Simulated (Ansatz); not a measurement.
Cost and result for the atomization energy of CH$_{8}$AlBOSi (13 atoms, 13 bonds).

```xyz
13

B    -0.8071    2.2127   -0.1473
Al    0.0411    0.2846    0.0950
Si   -0.5032   -1.3148    1.8759
C     1.4394   -0.2107   -1.1820
O     0.0904   -0.7086   -1.6321
H    -1.4432    2.5377   -1.1156
H    -0.6882    3.0843    0.6698
H    -1.9731   -1.4801    2.0828
H     0.0547   -0.8763    3.1908
H     0.0493   -2.6761    1.6090
H     1.8333    0.4967   -1.9093
H     2.0880   -1.0783   -1.0931
H    -0.1814   -0.2712   -2.4439
```

Charge 0, multiplicity 1. The bonds changed during the relaxation, so this is another structure than the one it started from. The geometry is a stationary point of PBE0-D4/def2-TZVP. It is one conformer, not always the lowest. Program: Ansatz. All runs use 4 threads of an Arm Neoverse V1 on a shared host. Times are those of one run each, without the atoms' runs, and a repeat can differ threefold. Electronic energies, without spin–orbit coupling; frozen cores. CCSD(T)/CBS adds CCSD(T) − MP2 in def2-TZVPP to the MP2 limit, and its time is that of the two runs behind it. T1 = 0.013. B3LYP takes the VWN-RPA correlation (the form of Gaussian; ORCA's B3LYP/G).

CCSD(T)/CBS is a level of theory with its own doubt, some kJ/mol a heavy atom from the limit and from the frozen cores, so smaller differences don't rank the functionals.

```csv
level,functions,wall time
PBE-D4/def2-TZVPP (with forces),289,3.2 s
PBE0-D4/def2-TZVPP,289,3.8 s
r2SCAN-D4/def2-TZVPP (with forces),289,6 s
B3LYP-D4/def2-TZVPP (with forces),289,6.5 s
B2PLYP/def2-TZVPP,289,7.5 s
ωB97X-V/def2-TZVPP,289,9.5 s
ωB97M-V/def2-TZVPP (with forces),289,15 s
MP2/def2-QZVPP,551,32 s
CCSD(T)/def2-TZVPP,289,3.8 min
CCSD(T)/CBS(def2),–,4.3 min
```

(1) What atomization energy does each give, and how far from CCSD(T)/CBS? (Best estimate.)

## Answers

(1) Computed: 
```csv
level,atomization (kcal/mol),difference from CCSD(T)/CBS,per bond
PBE-D4/def2-TZVPP (with forces),995.9,7.0,0.5
PBE0-D4/def2-TZVPP,984.9,-4.0,-0.3
r2SCAN-D4/def2-TZVPP (with forces),993.7,4.8,0.4
B3LYP-D4/def2-TZVPP (with forces),988.4,-0.5,0.0
B2PLYP/def2-TZVPP,975.8,-13.1,-1.0
ωB97X-V/def2-TZVPP,994.9,6.0,0.5
ωB97M-V/def2-TZVPP (with forces),990.9,2.0,0.2
MP2/def2-QZVPP,983.7,-5.2,-0.4
CCSD(T)/def2-TZVPP,964.6,-24.3,-1.9
CCSD(T)/CBS(def2),988.9,0.0,0.0
```

In def2-TZVPP, CCSD(T) changes the Hartree–Fock value by +230.8 kcal/mol (the triples alone add +11.9 kcal/mol) and MP2 by +235.5 kcal/mol; breaking electron pairs costs correlation energy, which Hartree–Fock lacks. From PBE to PBE0 (25 % exact exchange), in def2-TZVPP and without D4, the atomization energy moves by −10.3 kcal/mol: exact exchange takes away binding that semilocal exchange gives to molecules. The D4 term adds +9.5 kcal/mol with B3LYP and +5.1 kcal/mol with PBE0; it sums over pairs of atoms, weighted by their polarisabilities, and B3LYP, whose exchange is more repulsive, gets the larger term.
